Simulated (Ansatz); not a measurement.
```xyz
5

F    -0.404   -1.148   -1.322
B     0.077   -0.286   -0.449
F     1.299    0.175   -0.636
S    -0.947    0.217    0.943
H    -0.024    1.041    1.463
```

Total charge 0; spin multiplicity 1.

Problem. List the CAM-B3LYP/def2-TZVPP orbital energies in eV (Ansatz). (Estimate.)

Solution. The calculation gave: Occupied: -2420.43, -674.46, -674.41, -218.51, -189.26, -163.09, -162.99, -162.91, -36.36, -35.57, -23.15, -18.20, -17.10, -15.98, -15.90, -14.34, -14.18, -13.30, -11.61, -9.78. Lowest empty: 1.09, 1.26, 1.83, 3.34, 3.55, 4.07, 4.18, 6.39.
